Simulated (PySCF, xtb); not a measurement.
Cl₂HOZr, SMILES [OH][Zr+]([Cl])[Cl], charge +1, multiplicity 1. Other conformers were not sampled.

Harmonic wavenumbers (cm⁻¹) from GFN2-xTB (xtb 6.7.1) at its own minimum, in rising order: 78, 86, 119, 256, 319, 402, 421, 666, 3457.

### Question
What does PySCF 2.14.0 with B3LYP-D3(BJ)/def2-SVP give at its own minimum? (Estimate from the structure and the level; the computed values follow.)

### Answer
96, 122, 156, 407, 436, 463, 542, 823, 3806. Paired by order, the mean absolute difference is 116 cm⁻¹ and the zero-point energies are 8.3 and 9.8 kcal/mol.
